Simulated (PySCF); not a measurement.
**`N[Si@H](F)NCC(F)F` in a uniform electric field**

Compound: C2H7F3N2Si.
Geometry (GFN2-xTB, Å), atoms numbered from 1 in this order:
```xyz
15
C2H7F3N2Si angstrom
N     -2.6789   -0.0770   -0.8003
Si    -1.3375   -0.5018    0.1720
F     -1.4819   -0.1572    1.7502
N     -0.1011    0.5899   -0.3154
C      1.1082    0.7704    0.4335
C      2.1933   -0.2557    0.0937
F      2.4731   -0.2269   -1.2352
F      1.7812   -1.5174    0.3607
H     -3.5251   -0.6126   -0.7202
H     -2.8889    0.8939   -0.9634
H     -1.1498   -1.9374    0.1363
H      0.0556    0.6840   -1.3077
H      0.8830    0.6787    1.4968
H      1.5293    1.7639    0.2388
H      3.1350   -0.0869    0.6384
```

Level: CAM-B3LYP/def2-SVPD (PySCF); nuclei fixed, core orbitals frozen in the response. Permanent dipole (-0.249, 1.644, -0.459) D (1 au = 2.5417 D). Static polarisability (au):

```
x   75.09  2.54  2.83
y    2.54 62.28 -0.91
z    2.83 -0.91 60.65
```

Only the terms in μ and α are kept: μ(F) = μ + αF and ΔE = −μ·F − ½ F·αF.

Question: Apply 0.01 au along ±x, ±y and ±z in turn. Tabulate induced and total dipoles and both energy terms.

Answer: 
| field along | induced x (D) | induced y (D) | induced z (D) | total size (D) | −μ·F (kJ/mol) | −½F·αF (kJ/mol) |
| --- | --- | --- | --- | --- | --- | --- |
| +x | 1.909 | 0.065 | 0.072 | 2.413 | +2.572 | -9.857 |
| −x | -1.909 | -0.065 | -0.072 | 2.726 | -2.572 | -9.857 |
| +y | 0.065 | 1.583 | -0.023 | 3.268 | -16.982 | -8.176 |
| −y | -0.065 | -1.583 | 0.023 | 0.540 | +16.982 | -8.176 |
| +z | 0.072 | -0.023 | 1.542 | 1.957 | +4.741 | -7.962 |
| −z | -0.072 | 0.023 | -1.542 | 2.624 | -4.741 | -7.962 |

Question: For the field (-0.0070, 0.0030, -0.0030) au, what is the induced dipole, and what angle does it make with the field?

Answer: αF = (-1.338, 0.437, -0.520) D, at 4.9° to the field. The polarisability along this direction, F·αF/F², is 71.86 au, against a mean of 66.01 au.

Question: At what field along the permanent dipole would the induced dipole along it equal the permanent one, in this linear picture?

Answer: The polarisability along the dipole is 62.41 au, so F = 0.6786 au / 62.41 au = 0.0109 au = 0.56 V/Å; higher-order terms are ignored.

Question: What field makes μF equal to kT at 100 K?

Answer: kT = 0.3167 × 10⁻³ Eh, so F = 0.000467 au = 2.4 MV/cm.

Question: Induction energy −ᾱe²/2R⁴ of a unit charge at 10 Å, the molecule taken as a point?

Answer: R = 18.90 bohr, so the energy is −66.0/(2 × 18.90⁴) Eh = -0.68 kJ/mol. The charge–dipole term at its most favourable orientation, −μe/R², is -4.99 kJ/mol.

The structure is a single GFN2-xTB conformer in the gas phase; no vibrational or solvent corrections.
